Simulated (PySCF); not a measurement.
C₂H₃Cl₂In, SMILES [Cl][In]([CH]=C)[Cl].

Geometry: B3LYP-D3(BJ)/def2-SVP. The structure was generated by enumeration; whether it is a known compound was not checked. The def2 effective core potentials stand for the cores of In; spin–orbit coupling is left out. The values are those of a single conformer.

Two levels are set side by side: TDDFT-PBE/def2-SVPD (PySCF) and TDDFT-B3LYP/def2-SVPD (PySCF). Vertical, same geometry. The lowest singlet is HOMO→LUMO+1 89 % with PBE and HOMO→LUMO+1 83 %, HOMO−2→LUMO 15 % with the other functional; states are paired by order. Differences are taken from unrounded values.

```tsv
quantity	TDDFT-B3LYP	TDDFT-PBE	TDDFT-PBE minus TDDFT-B3LYP
lowest singlet excitation (eV)	5.07	4.58	-0.49
lowest triplet excitation (TDA) (eV)	4.15	4.14	0.00
```

A lower first singlet is the usual sign of a functional without exact exchange. Differences between two approximate levels are no errors against the true value.

Rough cost on one machine, each run with all the roots and properties that it gave: TDDFT-B3LYP against TDDFT-PBE about 3 times.
